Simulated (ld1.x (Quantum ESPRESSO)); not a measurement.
tin ultrasoft: all-electron and pseudo phase curves

ld1.x (Quantum ESPRESSO) 7.5 input, shortened:

```
&input
   title='Sn', zed=50., rel=2, dft='PBE', iswitch=3,
   config='[Kr] 4d10 5s2 5p2 5d-2', rel_dist='average'
 /
 &inputp
   pseudotype=3, tm=.true., lloc=-1, rcloc=2.30,
   nlcc=.false.,
   which_augfun='PSQ', rmatch_augfun=2.25
 /
5
5S  1  0   2.00   0.00  2.10  2.45  0.0
5S  1  0   0.00   1.60  2.10  2.45  0.0
5P  2  1   2.00   0.00  2.00  2.70  0.0
5P  2  1   0.00   0.95  2.00  2.70  0.0
5D  3  2  -2.00   0.50  2.20  2.80  0.0
 &test
   configts(1)='5s2 5p2'
 /
```

Open shells are filled in proportion to 2j + 1 (rel_dist='average').

The phase is arctan(r·u′/u) with u = r·R(r), unwrapped; energies in Ry, scanned from -3 to 5 Ry. A pole is an energy at which the radial function vanishes at the test radius. The pseudo phase is shifted by a multiple of π to meet the all-electron one at the reference energy, and phase errors are pseudo minus all-electron; the curves can meet again beyond the range given. Levels narrower than the energy grid can be missing from the lists of poles.

Task: For each channel, where are the poles, and over which energies does the pseudopotential scatter like the atom?

Result:

```
channel  radius (bohr)  reference energy (Ry)  poles, all-electron  poles, pseudo  unbroken range about the reference energy with phases within 0.05 rad  phase error 1 Ry above the reference energy (rad)
      s           3.06                  -0.77                -0.14    -0.14, 4.79                                                              below 4.8                                             -0.000
   p1/2           3.06                  -0.29                 0.76           0.76                                                              below 2.9                                             -0.000
   p3/2           3.06                  -0.26                 0.90           0.90                                                              below 3.0                                             -0.000
   d3/2           3.06                   0.50          -1.92, 2.62           2.21                                                            -1.8 to 1.9                                             -0.039
   d5/2           3.06                   0.50          -1.84, 2.65           2.21                                                            -1.7 to 1.7                                             -0.045
```

Phases in the p1/2 channel:

```tsv
E (Ry)	all-electron	pseudo
-3.00	1.360	1.360
-2.76	1.348	1.348
-2.52	1.334	1.334
-2.28	1.317	1.317
-2.04	1.295	1.295
-1.80	1.267	1.267
-1.56	1.230	1.229
-1.32	1.175	1.174
-1.08	1.086	1.086
-0.84	0.922	0.922
-0.60	0.542	0.542
-0.36	-0.321	-0.321
-0.12	-1.028	-1.028
0.12	-1.314	-1.314
0.36	-1.450	-1.450
0.60	-1.530	-1.530
0.84	-1.587	-1.587
1.08	-1.632	-1.632
1.32	-1.672	-1.672
1.56	-1.711	-1.711
1.80	-1.753	-1.754
2.04	-1.803	-1.804
2.28	-1.867	-1.871
2.52	-1.960	-1.968
2.76	-2.113	-2.135
3.00	-2.404	-2.475
3.24	-2.990	-3.171
3.48	-3.706	-3.878
3.72	-4.115	-4.225
3.96	-4.316	-4.394
4.20	-4.428	-4.491
4.44	-4.498	-4.555
4.68	-4.548	-4.602
4.92	-4.584	-4.640
```
